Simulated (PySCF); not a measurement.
Dissociation curve of CuH, singlet.

Levels: UMP2 = PySCF with MP2 on UHF/def2-TZVP, 5 core orbitals frozen; RHF/def2-TZVP (PySCF); UCCSD(T) = CCSD(T) on UHF/def2-TZVP, 5 core orbitals frozen run with PySCF; UCCSD = PySCF with CCSD on UHF/def2-TZVP, 5 core orbitals frozen; RKS-B3LYP/3-21G = restricted B3LYP/3-21G run with PySCF.

Energies are in eV, each relative to the lowest point of its own curve near equilibrium.

```
R / Å   UMP2    RHF  UCCSD(T)  UCCSD  RKS-B3LYP/3-21G
-----  -----  -----  --------  -----  ---------------
1.17   0.931  1.425     1.031  1.074            0.572
1.26     [?]  0.732     0.436  0.469            0.163
1.35   0.079  0.317     0.129  0.148            0.011
1.41   0.009  0.152     0.033  0.044            0.000
1.43   0.000  0.113     0.016  0.024            0.008
1.49   0.010  0.033     0.000  0.000            0.060
1.52     [?]  0.012       [?]  0.005            0.099
1.57   0.088  0.000     0.042  0.033            0.180
1.65   0.217  0.030       [?]  0.118            0.340
1.72   0.357  0.094     0.243  0.222            0.504
1.83   0.610  0.245     0.444  0.417            0.791
2.00   1.083  0.554     0.792  0.763            1.274
2.21   1.670  0.993     1.233  1.209            1.885
2.47   2.070  1.545     1.696  1.691            2.599
2.67   2.235  1.947     1.978  1.977            3.092
2.97   2.364  2.495     2.273  2.248            3.714
3.31   2.427    [?]     2.434  2.382            4.240
3.63   2.452  3.456     2.488  2.428              [?]
4.02   2.465  3.886     2.510  2.448            4.822
4.49   2.470  4.299     2.518  2.455            4.974
5.26   2.472  4.787     2.521  2.458            5.081
5.94   2.473  5.078     2.522  2.459            5.127
```

Task: Complete the blanks.

Result: 
- 1.26, UMP2: 0.355
- 1.52, UMP2: 0.032
- 1.52, UCCSD(T): 0.009
- 1.65, UCCSD(T): 0.135
- 3.31, RHF: 3.030
- 3.63, RKS-B3LYP/3-21G: 4.575

The unrestricted determinant behind UMP2, UCCSD(T), UCCSD is spin-contaminated at 2.00 to 5.94 Å (<S²> up to 1.0, against 0.00 for a pure singlet). The restricted form behind RHF, RKS-B3LYP/3-21G keeps the bonding electrons paired and can't separate into open-shell fragments.
